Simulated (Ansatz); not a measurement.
Consider the ligand exchange at the Si–O bond: `F[SiH](Cl)O[SiH3]` + `[SH][GeH3]` → `F[SiH](Cl)[S][GeH3]` + silanol.

Gas-phase electronic energies from Ansatz, PBE0-D4/def2-TZVP geometries. CCSD(T)/CBS is the MP2 limit (def2-TZVPP, def2-QZVPP) plus CCSD(T) − MP2 in def2-TZVPP, frozen cores. Functionals use def2-TZVPP. B3LYP here is the variant with VWN-RPA as its local correlation; programs differ in this. For Ge outer-core shells are correlated without core-valence functions, which leaves a few kJ/mol of doubt a bond. Scalar relativity is left out up to krypton. Each species was taken in one conformer, which may not be the lowest.

`F[SiH](Cl)O[SiH3]`:

Z-matrix (Å, degrees):
```
Si
Cl 1 2.036
O 1 1.603 2 110.5
F 1 1.584 2 107.3 3 -119.4
H 1 1.466 2 110.1 3 122.5
Si 3 1.647 1 149.6 2 -34.0
H 6 1.483 3 109.5 1 -72.4
H 6 1.483 3 109.5 1 48.2
H 6 1.481 3 107.4 1 168.0
```

`[SH][GeH3]`:

```xyz
6

S    -0.702   -1.118    1.106
Ge   -0.043    0.437   -0.342
H     0.512   -1.682    1.217
H     0.503   -0.218   -1.620
H     1.036    1.332    0.287
H    -1.307    1.248   -0.648
```

`F[SiH](Cl)[S][GeH3]`:

```xyz
9

F    -0.538    2.098    2.206
Si   -0.622    0.925    1.141
Cl   -1.850    1.536   -0.374
S     1.335    0.553    0.482
Ge    0.806   -0.973   -1.072
H    -1.262   -0.241    1.775
H    -0.428   -1.750   -0.592
H     2.034   -1.884   -1.166
H     0.525   -0.264   -2.400
```

`O[SiH3]`:

Cartesian coordinates in Å:
```
O 1.076 0.692 -0.067
Si -0.365 -0.104 -0.109
H 1.720 0.418 0.587
H -0.184 -1.555 -0.390
H -1.145 0.525 -1.199
H -1.102 0.023 1.179
```

```
             level  ΔE (kcal/mol)  difference from CCSD(T)/CBS
         r2SCAN-D4           14.8                         -0.5
            B2PLYP           17.1                          1.8
             B3LYP           17.8                          2.5
           r2SCAN0           15.7                          0.4
             BHLYP           19.6                          4.3
         CAM-B3LYP           18.8                          3.5
  CCSD(T)/def2-SVP           17.0                          1.7
SCS-MP2/def2-TZVPP           16.7                          1.4
   CCSD/def2-TZVPP           17.7                          2.4
    MP2/def2-QZVPP           14.5                         -0.8
       CCSD(T)/CBS           15.3                            0
```

Largest T1 diagnostic among the species: 0.011.

At CCSD(T), def2-SVP lies +1.7 kcal/mol from the extrapolated value and def2-TZVPP +1.1 kcal/mol. In def2-TZVPP, CCSD(T) changes the Hartree–Fock value by −6.2 kcal/mol (the triples alone add −1.3 kcal/mol) and MP2 by −7.7 kcal/mol. The D4 term adds −1.5 kcal/mol with B3LYP and −0.7 kcal/mol with PBE0; it sums over pairs of atoms, weighted by their polarisabilities, and B3LYP, whose exchange is more repulsive, gets the larger term.
